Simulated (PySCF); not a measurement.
**How methods differ on the ionisation energy of Ga²⁺**

Ga²⁺ [Ar] 3d10 4s1 (2S) → Ga³⁺ [Ar] 3d10 (1S), as a difference of total energies. Computed with PySCF 2.14 in x2c-SVPall, with the spin-free X2C one-electron Hamiltonian (Gaussian nucleus). The calculations carry no spin-orbit coupling.

```tsv
method	ionisation energy (eV)
UHF	29.569
LDA	31.736
MN15	30.468
```

For comparison: 30.726 eV (measured; NIST Atomic Spectra Database, ionization energies).
